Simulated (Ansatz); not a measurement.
Input for Ansatz (a quantum-chemistry and plane-wave program): R-BLYP/def2-TZVPP on C3H4O2 (SMILES C=CC(=O)O), a point of a torsion scan.

Ansatz 0.2 input:
```yaml
crystal:
  periodic: [false, false, false]
  atoms:
    - {symbol: C, position_ang: [-1.37412328, -0.38233311, -0.28309071]}
    - {symbol: C, position_ang: [-0.55279417, 0.43169213, 0.36414369]}
    - {symbol: C, position_ang: [0.91788162, 0.35209389, 0.26840052]}
    - {symbol: O, position_ang: [1.67506647, 1.08664510, 0.85206403]}
    - {symbol: O, position_ang: [1.35604020, -0.62588236, -0.54016908]}
    - {symbol: H, position_ang: [-0.99670078, -1.15967989, -0.92607656]}
    - {symbol: H, position_ang: [-2.44373190, -0.29776246, -0.19075315]}
    - {symbol: H, position_ang: [-0.90717401, 1.21830232, 1.01422538]}
    - {symbol: H, position_ang: [2.32553620, -0.62309173, -0.55872464]}
basis:
  gaussian:
    orbitals: def2-TZVPP
hamiltonian:
  xc: {name: BLYP}
scf: {lower_state_search: off}
```

What total energy does the run end on?

-267.2139 hartree.
